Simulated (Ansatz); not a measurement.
A run for Ansatz (a quantum-chemistry and plane-wave program): R-CCSD(T)/def2-SVPD on H4OSi (SMILES O[SiH3]).

Ansatz 0.2 input:
```yaml
crystal:
  periodic: [false, false, false]
  atoms:
    - {symbol: O, position_ang: [-1.03932903, -0.11383129, 3.18656952]}
    - {symbol: Si, position_ang: [0.56041697, 0.22257232, 3.38752534]}
    - {symbol: H, position_ang: [-1.28646074, -0.70184546, 2.46536329]}
    - {symbol: H, position_ang: [1.34414409, -0.97017066, 3.78914431]}
    - {symbol: H, position_ang: [0.64222808, 1.26150427, 4.43162863]}
    - {symbol: H, position_ang: [1.16266353, 0.74224166, 2.12706578]}
basis:
  gaussian:
    orbitals: def2-SVPD
magnetization: {spin_polarized: false}
correlation: {method: ccsd_t, electrons: outside_noble_gas}
scf: {lower_state_search: off}
```

The head of its log:

```
Functional definition: HF
[...]
these checks for a lower state are left out or cut short: stability, starts, cluster_reference, orbital_swaps, neighbouring_geometries, increment
integrals: 0.06 GiB planned
767 factors; integrals over basis functions are off by at most 9.6e-4 eV
mean field: 0.13 GiB planned
mean field evaluation 1: about -9957.5247 eV, gradient 3.3e1 eV
mean field evaluation 2: about -9957.5253 eV, gradient 3.3e1 eV
mean field evaluation 4: about -9959.6996 eV, gradient 2.3e0 eV
mean field evaluation 8: about -9959.7193 eV, gradient 3.3e-4 eV
mean field -9959.71927434 eV, -366.0129323918 hartree, gradient 2.0e-6 eV, S^2 0.000000; 0 other end points of the search recorded, 0 dependent functions left out
6 core orbitals not correlated
reference -9959.71927434 eV, -366.0129323918 hartree; 7, 7 occupied and 66, 66 virtual orbitals, 767 factors
```

Problem. Predict the final total energy.

Solution. -366.3594 hartree (reference determinant -366.0129, T1 diagnostic 0.012).
